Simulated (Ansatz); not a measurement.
Geometry optimisation, Ansatz, UKS PBE-D4/6-31G*.

The input (input.yaml):

```yaml
crystal:
  periodic: [false, false, false]
  atoms:
    - { symbol: H, position_ang: [0.4916, 1.4404, 1.2221] }
    - { symbol: "N", position_ang: [0.0817, 0.165, 1.1976] }
    - { symbol: C, position_ang: [-0.092, -0.2081, -0.0496] }
    - { symbol: Si, position_ang: [-0.8778, -1.8963, -0.497] }
    - { symbol: "N", position_ang: [0.3007, 0.631, -0.9795] }
    - { symbol: H, position_ang: [0.658, 1.7909, -0.4134] }
    - { symbol: O, position_ang: [0.8975, 2.4958, 0.626] }
    - { symbol: H, position_ang: [-0.2491, -0.4314, 1.937] }
    - { symbol: H, position_ang: [-0.7589, -2.7904, 0.6568] }
    - { symbol: H, position_ang: [-0.1744, -2.4432, -1.6596] }
    - { symbol: H, position_ang: [-2.2863, -1.654, -0.8195] }
    - { symbol: H, position_ang: [0.1575, 0.3985, -1.9459] }
    - { symbol: H, position_ang: [1.8514, 2.5018, 0.7251] }
magnetization:
  spin_polarized: true
basis:
  gaussian: { orbitals: "6-31G*" }
hamiltonian:
  xc: pbe
  dispersion: d4
relax:
  f_tol: 0.15
  max_steps: 25
  restrain:
    - { distance: [4, 5], at: 2.32, k: 30.0 }
    - { distance: [0, 6], at: 2.27, k: 30.0 }
    - { distance: [1, 0], at: 1.02, k: 30.0 }
    - { distance: [5, 6], at: 0.97, k: 30.0 }
```

Launched with:

```bash
$ ansatz run input.yaml --threads 4 --pin off --max-ram 5120MiB --backend cpu --events-out ev --progress --plain --runs-dir out
```

Question: Where does it end, and by what steps?

Answer: It converged. The restraints hold the end off the free minimum. After 7 steps the energy has fallen by 0.542 eV (the restraints' own energy left out); H6 moved furthest, 0.83 Å. Joined: H1–N2 (1.34 → 1.02 Å), H6–O7 (1.28 → 0.98 Å).

```json
{"step": "0", "energy less start (eV)": "0.0000", "largest force component (eV/Å)": "1.776", "accepted": "yes"}
{"step": "1", "energy less start (eV)": "-0.1349", "largest force component (eV/Å)": "2.415", "accepted": "yes"}
{"step": "2", "energy less start (eV)": "-0.0804", "largest force component (eV/Å)": "3.321", "accepted": "yes"}
{"step": "3", "energy less start (eV)": "-0.0194", "largest force component (eV/Å)": "3.521", "accepted": "yes"}
{"step": "4", "energy less start (eV)": "-0.2671", "largest force component (eV/Å)": "2.573", "accepted": "yes"}
{"step": "5", "energy less start (eV)": "-0.4951", "largest force component (eV/Å)": "0.954", "accepted": "yes"}
{"step": "6", "energy less start (eV)": "-0.4964", "largest force component (eV/Å)": "1.159", "accepted": "no"}
{"step": "7", "energy less start (eV)": "-0.5423", "largest force component (eV/Å)": "0.392", "accepted": "yes"}
```

```xyz
13
Properties=species:S:1:pos:R:3
H 0.307 1.060 1.360
N 0.062 0.083 1.174
C -0.128 -0.279 -0.131
Si -0.902 -1.989 -0.491
N 0.199 0.536 -1.091
H 0.832 2.566 -0.188
O 1.168 3.016 0.616
H -0.333 -0.463 1.933
H -0.816 -2.928 0.680
H -0.171 -2.566 -1.665
H -2.347 -1.812 -0.857
H 0.049 0.110 -2.014
H 2.081 2.665 0.676
```

Time of the run: 27 s on 4 threads of Arm Neoverse N1, with other jobs on the host, peak memory 0.18 GiB.
